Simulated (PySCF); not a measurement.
Simulation results for BGeH3NO, CH3BClGe, CH5BGeN, C2H8GeSi and others

Calculation on a computer-drawn molecule: optimised geometry and harmonic frequencies of an isolated molecule of the commonest isotopes, restricted reference for singlets and unrestricted otherwise, frozen core in MP2; on germanium a core potential holds 10 electrons, which the energies leave out, and 3d is frozen in MP2 and coupled-cluster steps. Program: PySCF 2.14.0.

(1) BGeH3NO

Start structure:
```xyz
7
BGeH3NO
B      0.6961    -1.7907    -2.5117
N      0.2005    -0.8538    -1.8648
Ge    -0.4443     0.4174    -0.7610
O      0.6126     1.8298    -1.0136
H      1.1578    -2.6717    -3.1323
H     -1.8961     0.7640    -1.1641
H      0.4123     2.5704    -0.4589
```

Here we set charge 0, multiplicity 2, method MP2, basis cc-pVDZ and basis and core potential on germanium cc-pVDZ-PP ECP10MDF.

Results for BGeH3NO: rotational constants 12.72, 3.144, 2.563 GHz; total energy -449.6456 hartree; spin squared 0.7589; convergence status largest gradient component 4.186e-05 hartree/bohr.

Drawn bonds:
```
atom  other atom  order
   1           2      1
   2           3      2
   3           4      1
   1           5      1
   3           6      1
   4           7      1
```

Optimised structure:
```xyz
7
BGeH3NO
B      0.7035    -1.8204    -2.5237
N      0.2154    -0.8342    -1.8887
Ge    -0.4426     0.4423    -0.7493
O      0.6292     1.8735    -1.0320
H      1.1504    -2.7245    -3.1376
H     -1.9100     0.7476    -1.1634
H      0.3929     2.5810    -0.4116
```

Modes:
```
frequency (cm⁻¹)  reduced mass (dalton)
           101.3                  4.117
           145.8                   3.69
           202.2                  1.119
           261.8                  7.288
             550                  9.451
             662                  1.145
           696.5                  3.376
           702.8                  1.456
           706.9                  1.275
           715.3                  1.276
           911.4                  1.098
            1821                  5.565
            2060                  1.021
            2903                  1.176
            3836                  1.066
```

(2) CH3BClGe

Start structure:
```xyz
7
CH3BClGe
C     -2.0656    -2.0246    -0.9559
Ge    -0.2514    -1.7524    -0.8490
B      0.4761    -0.3219     0.2947
Cl     1.0712     0.8330     1.0545
H     -2.7821    -1.4017    -0.3959
H     -2.4959    -2.8188    -1.4573
H      0.7517    -2.6053    -1.5674
```

Here we set charge 1, multiplicity 1, method HF, basis cc-pV(D+d)Z and basis and core potential on germanium cc-pVDZ-PP ECP10MDF.

The calculation gives: rotational constants 13.33, 1.344, 1.221 GHz; total energy -816.8556 hartree; convergence status largest gradient component 1.925e-05 hartree/bohr.

Drawn bonds:
```
atom  other atom  order
   1           2      2
   2           3      1
   3           4      1
   1           5      1
   1           6      1
   2           7      1
```

Optimised structure:
```xyz
7
CH3BClGe
C     -1.9995    -1.9845    -0.8894
Ge    -0.2333    -1.9129    -0.9546
B      0.4012    -0.3621     0.2025
Cl     0.8425     0.8898     1.1414
H     -2.5722    -1.2761    -0.3038
H     -2.5649    -2.7342    -1.4305
H      0.8303    -2.7117    -1.6419
```

Modes:
```
frequency (cm⁻¹)  reduced mass (dalton)
           104.7                  3.745
           180.2                  1.138
           247.5                  7.973
           310.8                  28.79
             335                  5.982
           668.8                   1.11
           689.9                  1.067
           840.4                  1.554
           890.3                  2.418
           926.3                  1.212
            1237                   11.5
            1508                  1.161
            2378                  1.021
            3317                  1.055
            3433                  1.118
```

(3) CH3BClGe

Start structure:
```xyz
7
CH3BClGe
C     -1.9995    -1.9845    -0.8894
Ge    -0.2333    -1.9129    -0.9546
B      0.4012    -0.3621     0.2025
Cl     0.8425     0.8898     1.1414
H     -2.5722    -1.2761    -0.3038
H     -2.5649    -2.7342    -1.4305
H      0.8303    -2.7117    -1.6419
```

Settings of this run: charge 1, multiplicity 1, method MP2, basis cc-pV(D+d)Z and basis and core potential on germanium cc-pVDZ-PP ECP10MDF.

The calculation gives: rotational constants 12.97, 1.351, 1.224 GHz; total energy -817.2850 hartree; convergence status largest gradient component 1.486e-05 hartree/bohr.

Drawn bonds:
```
atom  other atom  order
   1           2      2
   2           3      1
   3           4      1
   1           5      1
   1           6      1
   2           7      1
```

Optimised structure:
```xyz
7
CH3BClGe
C     -2.0204    -1.9857    -0.8892
Ge    -0.2184    -1.8990    -0.9436
B      0.4195    -0.3653     0.1991
Cl     0.8451     0.8931     1.1432
H     -2.5922    -1.2643    -0.2930
H     -2.5700    -2.7549    -1.4468
H      0.8406    -2.7155    -1.6461
```

Modes:
```
frequency (cm⁻¹)  reduced mass (dalton)
           90.37                  3.762
           209.8                  1.533
           250.4                  2.832
           304.6                  5.962
           330.9                  25.33
           631.6                  1.104
           639.6                   1.07
           769.7                  1.206
           790.4                  1.672
           819.4                  2.301
            1245                  11.86
            1380                  1.141
            2295                  1.021
            3177                  1.052
            3305                  1.119
```

(4) CH5BGeN

Start structure:
```xyz
9
CH5BGeN
C     -1.9417    -0.6433    -2.3713
Ge    -0.6608    -1.6301    -1.5341
B      0.3468    -0.8242    -0.1197
N      0.9938    -0.2472     0.8686
H     -2.1802     0.3772    -2.1777
H     -2.5328    -1.1061    -3.2324
H     -0.2756    -3.0204    -1.8806
H      0.7556    -0.3071     1.8342
H      1.8826     0.3088     0.8001
```

Settings of this run: charge 1, multiplicity 1, method HF, basis cc-pVDZ and basis and core potential on germanium cc-pVDZ-PP ECP10MDF.

The calculation gives: rotational constants 13.39, 2.451, 2.097 GHz; total energy -413.0027 hartree; convergence status largest gradient component 3.738e-05 hartree/bohr.

Drawn bonds:
```
atom  other atom  order
   1           2      2
   2           3      1
   3           4      1
   1           5      1
   1           6      1
   2           7      1
   4           8      1
   4           9      1
```

Optimised structure:
```xyz
9
CH5BGeN
C     -1.8661    -0.6625    -2.3277
Ge    -0.6620    -1.7615    -1.6349
B      0.3308    -0.8405    -0.1321
N      0.9517    -0.1933     0.8428
H     -1.9917     0.3427    -1.9445
H     -2.5129    -0.9496    -3.1482
H     -0.2824    -3.1738    -1.9620
H      0.6355    -0.2098     1.8009
H      1.7849     0.3560     0.6928
```

Modes:
```
frequency (cm⁻¹)  reduced mass (dalton)
           121.4                  3.194
             174                   1.15
           260.1                  2.825
             294                  1.022
           367.2                  4.046
           405.3                  7.619
           664.8                   1.24
           684.6                  1.034
           687.3                  1.188
           844.8                   1.61
           873.3                  1.406
           889.8                  2.267
             944                  1.267
            1510                  1.164
            1554                  1.501
            1740                  2.679
            2374                  1.021
            3318                  1.055
            3432                  1.118
            3702                  1.052
            3798                  1.097
```

(5) C2H8GeSi

Start structure:
```xyz
12
C2H8GeSi
C      1.8469    -1.2221     0.5168
Ge     0.8168    -2.3256     1.5457
C     -1.1121    -2.2517     1.5399
Si    -1.9328    -3.3323     0.1970
H      2.9054    -1.3585     0.6306
H      1.5643    -0.1962     0.4832
H      1.2586    -3.7689     1.7187
H     -1.4925    -1.2431     1.4430
H     -1.5341    -2.6845     2.4964
H     -3.3161    -3.1930     0.2694
H     -1.5413    -4.6792     0.3927
H     -1.4470    -2.7985    -1.1269
```

It was run with charge 0, multiplicity 1, method HF, basis cc-pV(D+d)Z and basis and core potential on germanium cc-pVDZ-PP ECP10MDF.

Results for C2H8GeSi: rotational constants 10.81, 1.505, 1.47 GHz; total energy -662.6461 hartree; convergence status largest gradient component 1.648e-05 hartree/bohr.

Drawn bonds:
```
atom  other atom  order
   1           2      2
   2           3      1
   3           4      1
   1           5      1
   1           6      1
   2           7      1
   3           8      1
   3           9      1
   4          10      1
   4          11      1
   4          12      1
```

Optimised structure:
```xyz
12
C2H8GeSi
C      1.9327    -1.1225     0.8142
Ge     0.8648    -2.4136     1.3503
C     -1.0836    -2.2890     1.4218
Si    -2.0357    -3.3443     0.1802
H      3.0073    -1.2537     0.7980
H      1.5527    -0.1596     0.4960
H      1.4075    -3.7662     1.7938
H     -1.3502    -1.2378     1.2800
H     -1.3970    -2.5708     2.4323
H     -3.4937    -3.2122     0.4130
H     -1.6597    -4.7706     0.3298
H     -1.7289    -2.9133    -1.2029
```

Modes:
```
frequency (cm⁻¹)  reduced mass (dalton)
           41.96                  2.681
           122.7                  1.213
           157.3                  3.141
           203.8                  2.332
           328.6                  1.311
           516.2                  1.113
           520.7                  2.373
           670.3                  1.086
           673.7                  1.106
           753.4                  1.566
             768                  2.308
           805.7                  1.177
           854.8                  1.478
           890.4                   1.37
           917.6                  2.912
            1025                  1.097
            1031                  1.047
            1034                  1.034
            1108                  1.039
            1166                  1.414
            1492                  1.175
            1502                  1.089
            2260                   1.02
            2301                  1.051
            2306                  1.043
            2317                  1.026
            3182                   1.06
            3243                  1.102
            3306                  1.054
            3412                  1.116
```

(6) CH3GeO

Start structure:
```xyz
6
CH3GeO
C      1.0509    -2.2487     3.2977
Ge     0.3950    -0.9189     2.1145
O      1.2089    -0.3134     0.8626
H      0.2352    -2.6684     4.0058
H      1.4689    -3.1057     2.7428
H     -0.6840     0.0974     2.8216
```

It was run with charge -1, multiplicity 1, method HF, basis aug-cc-pVDZ and basis and core potential on germanium aug-cc-pVDZ-PP ECP10MDF.

The calculation gives: rotational constants 33.69, 6.294, 5.303 GHz; total energy -407.8191 hartree; convergence status largest gradient component 4.285e-05 hartree/bohr.

Drawn bonds:
```
atom  other atom  order
   1           2      2
   2           3      1
   1           4      1
   1           5      1
   2           6      1
```

Optimised structure:
```xyz
6
CH3GeO
C      0.8231    -2.3701     3.1366
Ge     0.5037    -0.8726     2.1875
O      1.1530    -0.2369     0.7901
H      0.2513    -2.5636     4.0368
H      1.5685    -3.1043     2.8564
H     -0.6247    -0.0102     2.8375
```

Modes:
```
frequency (cm⁻¹)  reduced mass (dalton)
           262.1                  3.996
           385.5                  1.573
             514                  1.122
           687.7                  1.037
           733.8                  1.174
           819.9                  4.637
           909.5                  1.175
           933.3                  13.37
            1471                  1.156
            2051                  1.019
            3258                  1.052
            3356                  1.115
```
